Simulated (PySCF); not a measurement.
Species: trimethylaluminum, C₃H₉Al.
Z-matrix (Å and degrees, PBE0-D3(BJ)/def2-SVP geometry), rows numbered from 1:
```
C 
Al  1  1.9625
C   2  1.9636  1  121.01
C   2  1.9631  1  120.03  3   178.88
H   1  1.1056  2  110.08  3   -97.23
H   1  1.1018  2  113.29  3    22.24
H   1  1.1031  2  112.23  3   145.02
H   3  1.1054  2  110.07  1   101.69
H   3  1.1018  2  113.42  1   -17.93
H   3  1.1031  2  112.06  1  -140.52
H   4  1.1017  2  113.44  1   -14.30
H   4  1.1056  2  110.06  1   105.45
H   4  1.1033  2  112.16  1  -137.03
```

Theory: core-valence-separated Tamm–Dancoff BHandHLYP/aug-pcX-1 (pcseg-1 on H, def2-SVPD on Al) in PySCF, non-relativistic, gas phase, PBE0-D3(BJ)/def2-SVP geometry. The energies are unshifted.

Q: What does the C 1s absorption edge look like?

A: 
```json
{"E (eV)": "283.99", "f": "0.0045", "core hole on": "C1/C3", "main final orbital": "LUMO+1 (2 roots, f summed)"}
{"E (eV)": "284.01", "f": "0.0025", "core hole on": "C4", "main final orbital": "LUMO+1 (91 %)"}
{"E (eV)": "284.20", "f": "0.0013", "core hole on": "C1/C3/C4", "main final orbital": "LUMO (3 roots, f summed)"}
{"E (eV)": "285.33", "f": "0.0742", "core hole on": "C1/C3/C4", "main final orbital": "spread (3 roots, f summed)"}
{"E (eV)": "285.45", "f": "0.0808", "core hole on": "C1/C3/C4", "main final orbital": "spread (3 roots, f summed)"}
{"E (eV)": "285.54", "f": "0.0479", "core hole on": "C3/C4", "main final orbital": "spread (2 roots, f summed)"}
{"E (eV)": "285.57", "f": "0.0255", "core hole on": "C1", "main final orbital": "spread"}
```

The first line with a tenth or more of the strongest one's intensity is at 285.33 eV (f = 0.074, sum of 3), with the hole on C1/C3/C4 (methyl carbon). The strongest listed is at 285.45 eV (f = 0.081, sum of 3; C1/C3/C4).

Roots within 0.03 eV whose holes lie on the same, on equivalent or on shared atoms are summed into one line, and the highest roots are left out, as the search may have cut off their partners. Final orbitals are the ground state's empty Kohn–Sham orbitals.

Q: What is the summed oscillator strength of the listed C K lines, and their intensity-weighted mean energy?

A: Σf = 0.237 over 7 lines from 283.99 to 285.57 eV; the weighted mean is 285.40 eV. The strongest line holds 34 % of the sum.

The ionisation thresholds weren't computed; near and above them a finite basis only mimics Rydberg series and continuum.

Rough CPU time on one thread of a shared machine: about 16 s.
